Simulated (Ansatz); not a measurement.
NH2 (SMILES [NH2-]), charge -1, multiplicity 1, relaxed at each level with Ansatz (a program for electronic structure); harmonic frequencies from differences of analytic forces, average atomic masses, frozen cores.

```
level               harmonic frequencies (cm⁻¹)  ZPE (eV)  cost over PBE/def2-TZVPP (rough)
------------------  ---------------------------  --------  --------------------------------
PBE/def2-TZVPP                   1483 3131 3203     0.485                                ×1
r2SCAN/def2-TZVPP                1527 3212 3284     0.497                                ×1
B3LYP/def2-TZVPP                 1527 3207 3269     0.496                                ×1
wB97X-V/def2-TZVPP               1532 3275 3338     0.505                                ×4
CCSD(T)/cc-pVTZ                  1556 3177 3225     0.493                                ×7
CCSD(T)/cc-pVQZ                  1531 3229 3295     0.499                              ×100
```
